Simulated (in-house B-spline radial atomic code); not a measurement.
# Ionising Mo3+ with different functionals

Computed with a B-spline radial code for spherical atoms: scalar-relativistic (spin-free X2C) Hamiltonian, Fermi nucleus of rms radius 4.4091 fm, spin-polarised at highest spin, spherical fractional occupations for the functionals, the average over the highest-spin determinants for Hartree-Fock. The ionisation energy is the difference of two self-consistent energies, [Kr] 4d3 → [Kr] 4d2, without Breit or QED terms; ε is the level of the shell that loses the electron (its least bound occupied spin orbital). There is no spin-orbit coupling in this Hamiltonian.

Hybrids are left out here: with spherical fractional occupations of an open shell their exact exchange keeps a self-interaction that integer-occupation calculations don't have.

```json
{"method": "Hartree-Fock", "rung": "Hartree-Fock", "ΔSCF (eV)": "39.23", "-ε(4d) (eV)": "39.96"}
{"method": "LDA VWN5", "rung": "LDA", "ΔSCF (eV)": "40.54", "-ε(4d) (eV)": "34.03"}
{"method": "LDA PW92", "rung": "LDA", "ΔSCF (eV)": "40.53", "-ε(4d) (eV)": "34.02"}
{"method": "LDA exchange-only", "rung": "LDA", "ΔSCF (eV)": "39.24", "-ε(4d) (eV)": "32.81"}
{"method": "PBE", "rung": "GGA", "ΔSCF (eV)": "40.45", "-ε(4d) (eV)": "33.94"}
{"method": "PBEsol", "rung": "GGA", "ΔSCF (eV)": "40.42", "-ε(4d) (eV)": "33.92"}
{"method": "BLYP", "rung": "GGA", "ΔSCF (eV)": "40.22", "-ε(4d) (eV)": "33.69"}
{"method": "RPBE", "rung": "GGA", "ΔSCF (eV)": "40.41", "-ε(4d) (eV)": "33.90"}
{"method": "PW91", "rung": "GGA", "ΔSCF (eV)": "40.51", "-ε(4d) (eV)": "34.00"}
{"method": "BP86", "rung": "GGA", "ΔSCF (eV)": "40.48", "-ε(4d) (eV)": "33.97"}
{"method": "AM05", "rung": "GGA", "ΔSCF (eV)": "40.38", "-ε(4d) (eV)": "33.88"}
{"method": "OLYP", "rung": "GGA", "ΔSCF (eV)": "40.54", "-ε(4d) (eV)": "33.98"}
{"method": "TPSS", "rung": "meta-GGA", "ΔSCF (eV)": "40.32", "-ε(4d) (eV)": "33.83"}
{"method": "SCAN", "rung": "meta-GGA", "ΔSCF (eV)": "40.42", "-ε(4d) (eV)": "33.99"}
{"method": "r2SCAN", "rung": "meta-GGA", "ΔSCF (eV)": "40.46", "-ε(4d) (eV)": "34.03"}
{"method": "revTPSS", "rung": "meta-GGA", "ΔSCF (eV)": "40.27", "-ε(4d) (eV)": "33.78"}
```

Question: How do they compare with the NIST value?

Answer: NIST lists 40.33 eV ± 0.06 (semi-empirical, ground level to ground level). Errors run from -1.10 to +0.21 eV; TPSS is closest (-0.01 eV), though others lie within the uncertainty of it, and part of that can be cancellation, since the calculations leave out spin-orbit coupling, Breit-QED terms, multiplet and fine-structure energies. Hartree-Fock also lacks correlation.
